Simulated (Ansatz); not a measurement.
`F[SiH]([SiH3])O[SiH3]` + `N=CF` → `F/C=N/[SiH3]` + `F[SiH2]O[SiH3]` at 500 K and 1 bar (cleavage of the Si–Si bond).

Calculated with Ansatz (gas phase, PBE0-D4/def2-TZVP geometries, no zero-point term in ΔE). CBS: MP2 limit from def2 TZ/QZ plus the TZ coupled-cluster correction, frozen cores. This one scheme is used for every species. One conformer a species, not always the lowest.

```tsv
species	CCSD(T)/CBS energy (Eh)	H − E (kJ/mol)	S (J/(mol·K))
`F[SiH]([SiH3])O[SiH3]`	-1046.55730	234.8	493.1
`N=CF`	-193.72220	108.9	274.9
`F/C=N/[SiH3]`	-484.01982	163.1	353.5
`F[SiH2]O[SiH3]`	-756.28164	174.8	408.0
```

H − E and S are ideal-gas, rigid-rotor, harmonic terms from PBE0-D4/def2-TZVP, for one conformer and one mirror image of each species. 1 Eh = 2625.50 kJ/mol, R = 8.31446 J/(mol·K).

Question: By hand: ΔE, ΔH, ΔS and ΔG.

Answer: ΔE = (-484.01982) + (-756.28164) − (-1046.55730) − (-193.72220) = -0.02196 Eh = -57.7 kJ/mol. Δ(H − E) = 163.1 + 174.8 − 234.8 − 108.9 = -5.8, so ΔH = -63.5 kJ/mol. ΔS = 353.5 + 408.0 − 493.1 − 274.9 = -6.5 J/(mol·K). ΔG = -63.5 − 500 × (-6.5)/1000 = -60.2 kJ/mol.

Question: By hand: the equilibrium constant, and the temperature at which ΔG would vanish if ΔH and ΔS stayed fixed.

Answer: log₁₀ K = −ΔG/(RT ln 10) = 6.3. ΔG = 0 at ΔH/ΔS = 9769 K, far beyond where these terms or the molecules hold.

The number of gas molecules stays the same, so ΔS is small and ΔH decides. A doubt of 5 kJ/mol in ΔE shifts log₁₀ K by 0.5 here. Other conformers and mirror images would add mixing entropy, several J/(mol·K) or more a flexible species. Modes under 60 cm⁻¹, often nearly free rotors, make the harmonic entropy too high. These are equilibria of isolated gas molecules and say nothing of rates. Largest T1 diagnostic: 0.014 (customary marks: 0.02 for closed shells, 0.045 for open ones).
